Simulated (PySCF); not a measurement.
Gas-phase reaction: HfCl4 + H2O2 = HfCl2(OH)2 + 2 Cl

Method: PySCF energies plus ideal-gas RRHO corrections (1 bar). † marks an energy on the PBE0/def2-TZVP geometry and frequencies; other levels use their own. MP2 freezes the core. Open shells (unrestricted): Cl (multiplicity 2); the rest are closed-shell singlets. Spin-orbit splitting is ignored; it lowers the true energy and changes the entropy of Cl. Hf: scalar-relativistic def2 core potential, no spin-orbit coupling. HfCl2(OH)2: computed as isolated molecules; such fragments, hydroxides, amides, oligomers or adducts are transient or little studied in the gas. MP2 isn't extrapolated to the basis-set limit.

ωB97X-V/def2-TZVP† gives ΔH°(298 K) = 118 kJ.

What do PBE/def2-SVP, MP2/def2-TZVPP†, r2SCAN/def2-TZVP† give?

PBE/def2-SVP: 149 kJ; MP2/def2-TZVPP†: 110 kJ; r2SCAN/def2-TZVP†: 130 kJ. For scale, ΔH°(298 K) is 118 kJ at this level, 122 kJ at ωB97M-V/def2-TZVP†, and runs from -56 to 216 kJ over the 17 levels computed.
